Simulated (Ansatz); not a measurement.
Isolated molecules relaxed with PBE0-D4/def2-TZVP in Ansatz; ΔE leaves out vibrations. CBS: MP2 limit from def2 TZ/QZ plus the TZ coupled-cluster correction, frozen cores. This one scheme is used for every species. Functionals use def2-TZVPP. One conformer a species, not always the lowest.

Consider the formal exchange of groups at a C–C bond: `C=CC(F)Cl` + `C1=C[SiH2]1` → `C=CC1=C[SiH2]1` + `FCCl`.

```
         species  r2SCANh energy (Eh)
     `C=CC(F)Cl`           -676.68683
   `C1=C[SiH2]1`           -367.98506
`C=CC1=C[SiH2]1`           -445.36792
          `FCCl`           -599.31184
```

(1) Work out ΔE.

(2) What do rigid-rotor, harmonic-oscillator terms from PBE0-D4/def2-TZVP frequencies (298.15 K, 1 bar) make of the CCSD(T)/CBS value? (An estimate is asked.)

Largest T1 diagnostic among the species: 0.013.

Answers

(1) ΔE = (-445.36792) + (-599.31184) − (-676.68683) − (-367.98506) = -0.00787 Eh = -0.21 eV. CCSD(T)/CBS gives -0.18 eV.

(2) Ansatz gave: ΔZPE = +0.02 eV, ΔH = -0.16 eV, ΔS = 11 J/(mol·K), ΔG = -0.19 eV.

Leaving LDA and LC-ωPBE aside and taking each functional with its dispersion term where it has one, the values, not all of them listed here, spread over 0.14 eV, from revPBE-D4 to ωB97M-V. LDA lies +0.05 eV from PBE without D4. From BLYP to BHLYP (50 % exact exchange), in def2-TZVPP and without D4, ΔE moves by +0.06 eV.
